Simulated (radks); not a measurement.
Trend from Lu to Hg: ionisation energy by Delta-SCF between NIST ground configurations, and size. Method: non-relativistic Kohn-Sham, PBEsol, spin-polarised, spherical densities, point nucleus; open shells are filled with parallel spins first (spin-orbit coupling, left out, can overturn this in heavy ions); computed with a radial shooting solver on a logarithmic mesh with Libxc functionals.

species       configuration  IE (eV)  NIST (eV)  kind  outermost  <r> outermost (bohr)  r at 0.001 e/bohr^3 (bohr)
Lu        [Xe] 4f14 5d1 6s2    6.550      5.426  exp.         6s                  4.01                        5.19
Hf        [Xe] 4f14 5d2 6s2    8.179      6.825  exp.         6s                  3.87                        5.10
Ta        [Xe] 4f14 5d3 6s2    6.460      7.550  exp.         6s                  3.78                        5.01
W         [Xe] 4f14 5d4 6s2    6.547      7.864  exp.         6s                  3.70                        4.92
Re        [Xe] 4f14 5d5 6s2    6.614      7.834  exp.         6s                  3.64                        4.85
Os        [Xe] 4f14 5d6 6s2    7.149      8.438  exp.         6s                  3.47                        4.77
Ir        [Xe] 4f14 5d7 6s2    7.574      8.967  exp.         6s                  3.35                        4.70
Pt        [Xe] 4f14 5d9 6s1    7.487      8.959  exp.         6s                  3.35                        4.43
Au       [Xe] 4f14 5d10 6s1    7.467      9.226  exp.         6s                  3.32                        4.37
Hg                     [Hg]    8.469     10.438  exp.         6s                  3.09                        4.53

Reference values: NIST Atomic Spectra Database (exp. = measured, semi-emp. = semi-empirical, theory = theoretical value adopted there). Relativity is left out here, which matters for elements this heavy. Open shells are spherical and high-spin; term and fine-structure splittings are not resolved.
